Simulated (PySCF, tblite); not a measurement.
CH12N2O2Si3.
Structure used (GFN2-xTB), in Å, numbered top down from 1:
```
atom  x, y, z in Å
C1    -3.073   -0.296    0.731
N2    -1.661   -0.548    0.604
Si3   -0.765   -0.017   -0.771
N4    -0.854    1.703   -0.970
Si5    1.448   -0.464   -0.417
O6     2.016   -0.040   -1.907
O7     1.757   -2.062   -0.169
Si8    2.746    0.417    1.284
H9    -3.538   -0.444   -0.241
H10   -3.293    0.726    1.062
H11   -3.525   -0.991    1.442
H12   -1.207   -0.527    1.504
H13   -1.476   -0.739   -1.861
H14   -1.756    2.152   -0.996
H15   -0.239    2.143   -1.635
H16    2.916   -0.218   -2.170
H17    1.302   -2.749   -0.649
H18    3.029    1.850    1.101
H19    4.074   -0.193    1.456
H20    2.095    0.308    2.597
```

Method used: PBE0/pcSseg-1 in PySCF (dipole) on a GFN2-xTB geometry, gas phase.

Masses are those of the commonest isotopes; rigid-rotor values at the optimised geometry. The values belong to one conformer with, in the numbering `[CH3:1][NH:2][Si@@H:3]([NH2:4])[Si:5]([OH:6])([OH:7])[SiH3:8]`, C1–N2–Si3–N4 59°, N2–Si3–N4–H -53° and 169°, N2–Si3–Si5–O6 174°, Si3–Si5–O6–H -171°, Si3–Si5–O7–H 38°.

(1) What are A, B and C (MHz)?

(2) Classify the top.

(3) What does the inertial defect say?

(4) Where do the levels up to J = 4 lie, in cm⁻¹?

(5) Which types of transition are allowed, and where do some lines up to J = 2 fall?

(6) Estimate the classical rotational partition function at 10 K, 25 K and 200 K.

Results:

(1) Ia = 317.63, Ib = 750.48, Ic = 783.78 u·Å²; 505379 MHz·u·Å²/I gives A = 1591, B = 673.4, C = 644.8 MHz.

(2) A near-prolate asymmetric top; Ray's κ = -0.940.

(3) Not planar: Δ = Ic − Ia − Ib = -284.33 u·Å². For a rigid frame Δ = −2 Σ m c², so Σ m c² = 142.16 u·Å² lies off the ab plane: 23.93 from hydrogen and 118.23 from heavier atoms. The atom farthest from that plane is 2.62 Å away.

(4) Above 0(0,0):
J = 1: 1(0,1) 0.0440, 1(1,1) 0.0746, 1(1,0) 0.0755
J = 2: 2(0,2) 0.1319, 2(1,2) 0.1616, 2(1,1) 0.1644, 2(2,1) 0.2563, 2(2,0) 0.2563
J = 3: 3(0,3) 0.2637, 3(1,3) 0.2920, 3(1,2) 0.2978, 3(2,2) 0.3882, 3(2,1) 0.3883, 3(3,1) 0.5436, 3(3,0) 0.5436
J = 4: 4(0,4) 0.4394, 4(1,4) 0.4660, 4(1,3) 0.4755, 4(2,3) 0.5640, 4(2,2) 0.5644, 4(3,2) 0.7196, 4(3,1) 0.7196, 4(4,1) 0.9371, 4(4,0) 0.9371
The levels of one J sum to (2J + 1)J(J + 1)(A + B + C)/3.

(5) The dipole components are |μa| = 0.87 D, |μb| = 0.98 D, |μc| = 0.21 D. The squared components, which scale the intensities, stand as 0.78 : 1.00 : 0.05 (a : b : c). Some lines, for components of 0.1 D or more:

```tsv
type	branch	J(Ka,Kc)	MHz	lower level (cm⁻¹)
c	Q	2(1,2) ← 2(0,2)	890	0.132
c	Q	1(1,1) ← 1(0,1)	918	0.044
b	Q	1(1,0) ← 1(0,1)	946	0.044
b	Q	2(1,1) ← 2(0,2)	976	0.132
a	R	1(0,1) ← 0(0,0)	1318	0.000
b	R	2(0,2) ← 1(1,1)	1718	0.075
b	R	1(1,1) ← 0(0,0)	2236	0.000
c	R	1(1,0) ← 0(0,0)	2265	0.000
a	R	2(1,2) ← 1(1,1)	2608	0.075
a	R	2(0,2) ← 1(0,1)	2636	0.044
a	R	2(1,1) ← 1(1,0)	2665	0.076
c	Q	2(2,1) ← 2(1,1)	2753	0.164
b	Q	2(2,0) ← 2(1,1)	2754	0.164
b	Q	2(2,1) ← 2(1,2)	2839	0.162
b	R	2(1,2) ← 1(0,1)	3526	0.044
c	R	2(1,1) ← 1(0,1)	3611	0.044
b	R	2(2,1) ← 1(1,0)	5418	0.076
c	R	2(2,0) ← 1(1,0)	5419	0.076
c	R	2(2,1) ← 1(1,1)	5447	0.075
b	R	2(2,0) ← 1(1,1)	5447	0.075
```

(6) Point group C1, symmetry number σ = 1; q = (√π/σ)·√((kT/h)³/(ABC)), k/h = 20836.6 MHz/K: 6410 at 10 K, 25400 at 25 K, 574000 at 200 K.

Its GFN2-xTB frequencies are all real (lowest 22 cm⁻¹). No vibrational averaging or centrifugal distortion is included, and the geometry carries the error of its method. A rigid rotor knows nothing of inversion at nitrogen or internal rotation, which can split or shift real lines. Quadrupole hyperfine structure (14N) is left out.

The run took 81 s of wall time on Arm Neoverse N1, one thread, no GPU, shared host, and the process peaked at 1.1 GiB of memory. This is the PBE0/pcSseg-1 job that gave the dipole, with the shieldings it also computed.
